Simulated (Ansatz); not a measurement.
Geometry optimisation, DFT LDA, scalar-relativistic, plane waves, PAW in Ansatz.

Input:

```yaml
crystal:
  lattice:
    - [5.32, 0.0, 0.0]
    - [2.66, 4.607255, 0.0]
    - [0.0, 0.0, 18.40544]
  atoms:
    - { symbol: Zn, position: [-0.1666667, 0.3333333, 0.0543318] }
    - { symbol: Zn, position: [0.3333333, 0.3333333, 0.0543318] }
    - { symbol: Zn, position: [-0.1666667, 0.8333333, 0.0543318] }
    - { symbol: Zn, position: [0.3333333, 0.8333333, 0.0543318] }
    - { symbol: Zn, position: [0.0, 0.0, 0.1884486] }
    - { symbol: Zn, position: [0.5, 0.0, 0.1884486] }
    - { symbol: Zn, position: [0.0, 0.5, 0.1884486] }
    - { symbol: Zn, position: [0.5, 0.5, 0.1884486] }
    - { symbol: Zn, position: [-0.1666667, 0.3333333, 0.3225655] }
    - { symbol: Zn, position: [0.3333333, 0.3333333, 0.3225655] }
    - { symbol: Zn, position: [-0.1666667, 0.8333333, 0.3225655] }
    - { symbol: Zn, position: [0.3333333, 0.8333333, 0.3225655] }
    - { symbol: Zn, position: [0.0, 0.0, 0.4566824] }
    - { symbol: Zn, position: [0.5, 0.0, 0.4566824] }
    - { symbol: Zn, position: [0.0, 0.5, 0.4566824] }
    - { symbol: Zn, position: [0.5, 0.5, 0.4566824] }
    - { symbol: "N", position: [-0.0346327, 0.7500239, 0.5392667] }
    - { symbol: H, position: [-0.0111555, 0.5892902, 0.5718657] }
    - { symbol: H, position: [-0.0581099, 0.9107576, 0.5718657] }
basis:
  ecutwfc: 420.0
kpoints:
  mp_grid: { grid: [4, 4, 1] }
hamiltonian:
  xc: lda
scf:
  occupations: { method: gaussian, width: 0.1 }
  lower_state_search: "off"
relax:
  f_tol: 0.03
  max_steps: 60
  adjacent_minimum: "off"
  constraints: [{ sites: [0, 1, 2, 3] }]
```

Launched with:

```bash
$ ansatz run input.yaml --threads 4 --pin off --max-ram 10240MiB --backend cpu --events-out ev --progress --plain --runs-dir out
```

Problem. Where does it end, and by what steps?

Solution. The run converged. Limits of this set-up: coarse k mesh, thin slab, slab without dipole correction, odd electron count without spin, a typed lattice constant that wasn't relaxed here. After 11 steps the energy has fallen by 2.000 eV; H18 moved furthest, 1.35 Å.

```json
{"step": "0", "energy less start (eV)": "0.0000", "largest force component (eV/Å)": "1.050", "accepted": "yes"}
{"step": "1", "energy less start (eV)": "-0.4327", "largest force component (eV/Å)": "0.627", "accepted": "yes"}
{"step": "2", "energy less start (eV)": "-0.7094", "largest force component (eV/Å)": "0.741", "accepted": "yes"}
{"step": "3", "energy less start (eV)": "-0.9051", "largest force component (eV/Å)": "0.820", "accepted": "yes"}
{"step": "4", "energy less start (eV)": "-1.1237", "largest force component (eV/Å)": "0.913", "accepted": "yes"}
{"step": "5", "energy less start (eV)": "-1.3497", "largest force component (eV/Å)": "0.915", "accepted": "yes"}
{"step": "6", "energy less start (eV)": "-1.6088", "largest force component (eV/Å)": "0.948", "accepted": "yes"}
{"step": "7", "energy less start (eV)": "-1.8101", "largest force component (eV/Å)": "0.977", "accepted": "yes"}
{"step": "8", "energy less start (eV)": "-1.9460", "largest force component (eV/Å)": "0.464", "accepted": "yes"}
{"step": "9", "energy less start (eV)": "-1.9937", "largest force component (eV/Å)": "0.090", "accepted": "yes"}
{"step": "10", "energy less start (eV)": "-1.9985", "largest force component (eV/Å)": "0.036", "accepted": "yes"}
{"step": "11", "energy less start (eV)": "-2.0001", "largest force component (eV/Å)": "0.011", "accepted": "yes"}
```

```xyz
19
Lattice="5.3200 0.0000 0.0000 2.6600 4.6073 0.0000 0.0000 0.0000 18.4054" Properties=species:S:1:pos:R:3
Zn 0.000 1.536 1.000
Zn 2.660 1.536 1.000
Zn 1.330 3.839 1.000
Zn 3.990 3.839 1.000
Zn -0.025 -0.016 3.212
Zn 2.668 -0.005 3.245
Zn 1.335 2.334 3.212
Zn 3.988 2.306 3.207
Zn 0.041 1.514 5.309
Zn 2.647 1.586 5.333
Zn 1.334 3.836 5.493
Zn 3.937 3.826 5.333
Zn 0.023 0.078 7.799
Zn 2.507 0.086 7.399
Zn 1.274 2.243 7.795
Zn 4.060 2.262 7.400
N 1.908 3.503 9.184
H 2.596 3.104 9.830
H 1.157 3.934 9.732
```

Whether the end is a true minimum wasn't checked by a vibrational analysis.

The run took 94 s on 4 threads of Intel(R) Xeon(R) Platinum 8488C (Sapphire Rapids), with other jobs on the host, peak memory 1.5 GiB.
